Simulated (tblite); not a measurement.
Species: C7H11BSi.
Atom-mapped SMILES: `[CH:1]#[C:2][Si@@H:3]([BH:4][CH:5]=[CH2:6])[CH:7]1[CH2:8][CH2:9]1` (hydrogens: H10 on C1; H11 on Si3; H12 on B4; H13 on C5; H14, H15 on C6; H16 on C7; H17, H18 on C8; H19, H20 on C9)

Computed with GFN2-xTB (tblite), gas phase: L-BFGS steps from a force-field or distance-geometry start until the largest atomic force falls under 0.01 eV/Å.

The end geometry, which sets the zero of energy:
```
atom  x, y, z in Å
C1     -0.2320    2.8425   -1.3866
C2     -0.0973    1.6769   -1.1232
Si3     0.1000   -0.1182   -0.6575
B4      1.4673   -0.2737    0.7446
C5      2.8835   -0.7807    0.4012
C6      3.7157   -1.3211    1.2951
C7     -1.6321   -0.6794   -0.1217
C8     -2.8569   -0.0998   -0.7679
C9     -2.5198    0.2623    0.6406
H10    -0.3549    3.8599   -1.6290
H11     0.3567   -0.7910   -1.9567
H12     1.2507    0.0092    1.8634
H13     3.2238   -0.7611   -0.6309
H14     3.4467   -1.3956    2.3376
H15     4.6776   -1.7350    1.0297
H16    -1.7179   -1.7221    0.1676
H17    -2.7188    0.6536   -1.5285
H18    -3.7043   -0.7466   -0.9457
H19    -3.1362   -0.1316    1.4363
H20    -2.1568    1.2621    0.8285
```

**Question.** These geometries come from the run, each turned onto the end geometry. Order them by energy, lowest first.
A.
```
atom  x, y, z in Å
C1     -0.0949    3.0336   -1.2211
C2     -0.0140    1.8749   -0.9078
Si3     0.1395    0.0942   -0.3726
B4      1.5323   -0.0350    1.0130
C5      2.9209   -0.5649    0.6200
C6      3.4734   -1.7640    0.7476
C7     -1.5618   -0.4535    0.2684
C8     -2.6860   -0.7255   -0.6902
C9     -2.7417    0.4742    0.1935
H10    -0.1721    4.0458   -1.5011
H11     0.3690   -0.6326   -1.6449
H12     1.3504    0.3372    2.1105
H13     3.5178    0.1963    0.1149
H14     2.9427   -2.5817    1.2089
H15     4.4650   -1.9918    0.3896
H16    -1.5481   -1.0962    1.1426
H17    -2.5034   -0.5714   -1.7430
H18    -3.3528   -1.5504   -0.4830
H19    -3.4482    0.4784    1.0107
H20    -2.5929    1.4430   -0.2589
```
B.
```
atom  x, y, z in Å
C1     -0.2039    2.8983   -1.3959
C2     -0.0930    1.7417   -1.0848
Si3     0.1125   -0.0443   -0.5949
B4      1.4873   -0.2201    0.7988
C5      2.9037   -0.6972    0.4214
C6      3.6771   -1.4372    1.2200
C7     -1.5983   -0.6385   -0.0307
C8     -2.8391   -0.2352   -0.7741
C9     -2.5735    0.3246    0.5842
H10    -0.3149    3.9092   -1.6704
H11     0.3609   -0.7173   -1.8954
H12     1.2595   -0.0079    1.9309
H13     3.2821   -0.4975   -0.5789
H14     3.3633   -1.6975    2.2193
H15     4.6276   -1.8446    0.9093
H16    -1.6242   -1.6398    0.3881
H17    -2.7313    0.4236   -1.6229
H18    -3.6322   -0.9604   -0.8881
H19    -3.1835   -0.0128    1.4109
H20    -2.2849    1.3635    0.6501
```
C.
```
atom  x, y, z in Å
C1      0.1236    2.9750   -1.1251
C2      0.0714    1.8242   -0.7975
Si3     0.0883    0.0401   -0.2296
B4      1.5303   -0.0141    1.0473
C5      2.8593   -0.5162    0.5084
C6      3.4106   -1.7141    0.6298
C7     -1.6350   -0.3965    0.3752
C8     -2.6073   -0.7310   -0.7136
C9     -2.8980    0.4018    0.1935
H10     0.1610    3.9882   -1.4188
H11     0.3773   -0.8257   -1.3934
H12     1.5056    0.7084    1.9468
H13     3.3887    0.2432   -0.0605
H14     2.8881   -2.4681    1.1885
H15     4.3679   -1.9766    0.2226
H16    -1.6539   -1.0684    1.2261
H17    -2.3575   -0.4464   -1.7166
H18    -3.1183   -1.6620   -0.6026
H19    -3.6604    0.2551    0.9346
H20    -2.8466    1.3938   -0.2183
```
D.
```
atom  x, y, z in Å
C1     -0.3844    2.8708   -1.3748
C2     -0.0901    1.7680   -0.9954
Si3     0.1720    0.0192   -0.4062
B4      1.5575   -0.1400    0.9850
C5      2.9410   -0.6244    0.5068
C6      3.6410   -1.6249    1.0414
C7     -1.5635   -0.5550    0.1025
C8     -2.7260   -0.3318   -0.8239
C9     -2.6316    0.4454    0.4463
H10    -0.6129    3.8398   -1.7178
H11     0.4543   -0.7097   -1.6731
H12     1.3760    0.0584    2.1291
H13     3.3428   -0.1818   -0.4028
H14     3.2940   -2.1391    1.9236
H15     4.5578   -2.0002    0.6118
H16    -1.6115   -1.4786    0.6677
H17    -2.5460    0.1929   -1.7492
H18    -3.4715   -1.1090   -0.8982
H19    -3.3186    0.2170    1.2471
H20    -2.3852    1.4937    0.3770
```
E.
```
atom  x, y, z in Å
C1     -0.3502    2.8753   -1.4067
C2     -0.1288    1.7513   -1.0413
Si3     0.1467   -0.0078   -0.4965
B4      1.5253   -0.1961    0.8883
C5      2.9302   -0.6485    0.4471
C6      3.6575   -1.5290    1.1383
C7     -1.5703   -0.6020    0.0491
C8     -2.7576   -0.2552   -0.8036
C9     -2.5884    0.3914    0.5316
H10    -0.5447    3.8581   -1.7299
H11     0.4343   -0.7169   -1.7694
H12     1.3055   -0.0594    2.0348
H13     3.3194   -0.3448   -0.5222
H14     3.3218   -1.8920    2.0994
H15     4.5829   -1.9455    0.7703
H16    -1.6051   -1.5697    0.5414
H17    -2.5677    0.3478   -1.6801
H18    -3.5439   -0.9866   -0.9326
H19    -3.2625    0.1057    1.3280
H20    -2.3096    1.4346    0.5506
```

**Answer.** B (0.006 eV), E (0.022 eV), D (0.038 eV), A (0.066 eV), C (0.314 eV).

In the order of the answer:

```csv
step,E above end (eV),largest force (eV/Å),rms force component (eV/Å),rms distance from end (Å),rms bond change (Å),bond most changed (Å)
152,0.006,0.05,0.012,0.171,0.001,C2–Si3 -0.002
135,0.022,0.08,0.030,0.289,0.001,C2–Si3 -0.003
120,0.038,0.08,0.028,0.425,0.002,Si3–B4 +0.005
59,0.066,0.02,0.008,0.819,0.003,C5=C6 -0.009
4,0.314,0.77,0.225,0.875,0.013,Si3–B4 -0.038
```

The cost below is that of the whole relaxation. Time: 1.6 s of wall time. Hardware: Arm Neoverse V1, one thread (shared host).
